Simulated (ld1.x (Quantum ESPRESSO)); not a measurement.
What the settings do to the TM potential of potassium

Base potential:

potassium (K), norm-conserving Troullier–Martins (Kleinman–Bylander form), made with ld1.x (Quantum ESPRESSO) 7.5 (LDA (PZ), scalar-relativistic). Core [Ar], reference 3d0 4s0.5 4p0 (charge +0.5). Waves: 4s (bound): rc 4.05 bohr; 3d (bound, empty): rc 3.65 bohr; 4p (bound, empty): rc 3.65 bohr. Local part: the p channel. Core correction: Bessel-smoothed model core, default radius (core density twice the valence density).

All-electron outer shells of the reference configuration (LDA (PZ), scalar-relativistic, ld1.x):

```csv
shell,level (eV),outermost node (bohr),outermost maximum (bohr)
3p,-21.70,0.45,1.15
4s,-4.43,1.58,3.78
4p,-2.46,1.85,5.04
3d,-1.66,–,2.44
```

Cutoffs, loose and tight: the cutoffs (Ry, on a coarse ladder) from which the occupation-weighted sum of valence levels, in a spherical-Bessel basis at the reference potential, stays within 10 and 1 mRy of its value at 400 Ry. They do not see the model core or the augmentation charge, which bear on the density cutoff. Test errors are all-electron minus pseudo excitation energies from the reference, over the configurations 3d0 4s1 4p0; 3d0 4s0 4p1; 3d1 4s0 4p0; 3d0.5 4s0.5 4p0 (two spin-polarised tests are not counted in the largest error). A dash means not determined; rows that change the core or the reference have their own tests.

For the base: The cutoffs count occupied waves only; the empty 3d level needs 12 Ry at the loose tolerance.

A true bound ghost makes a file unfit for plane-wave use even where its test errors are small: the radial tests pick states by their node count and pass the ghost by.

```tsv
change	outcome	cutoff, loose	cutoff, tight	bound ghosts	largest test error (meV)
base	generated	6 Ry	6 Ry	s	-11
all radii but the core radius scaled by about 0.75 (s 3.02, p 2.72, d 2.72 bohr)	generated	6 Ry	6 Ry	s	-2.7
all radii but the core radius scaled by about 0.85 (s 3.46, p 3.12, d 3.12 bohr)	generated	6 Ry	6 Ry	s	-2.1
all radii but the core radius scaled by about 0.94 (s 3.82, p 3.44, d 3.44 bohr)	generated	6 Ry	6 Ry	s	-3.4
all radii but the core radius scaled by about 1.16 (s 4.70, p 4.24, d 4.24 bohr)	generated	6 Ry	6 Ry	none	-4.3
all radii but the core radius scaled by about 1.29 (s 5.24, p 4.72, d 4.72 bohr)	generated	6 Ry	6 Ry	none	-6.3
all radii but the core radius scaled by about 1.39 (s 5.64, p 5.08, d 5.08 bohr)	generated	6 Ry	6 Ry	none	-7.8
```

(1) What comes out with this change to the base: all radii but the core radius scaled by about 1.07 (s 4.32, p 3.90, d 3.90 bohr)?

Answers

(1) outcome: generated; cutoff, loose: 6 Ry; cutoff, tight: 6 Ry; bound ghosts: s; largest test error (meV): +8.1.

Reading the sweep of the scale of all radii but the core radius (base = 1) (base included, trends over the rows without a ghost): Bound ghosts are found at 0.75, 0.85, 0.94, 1, 1.07.
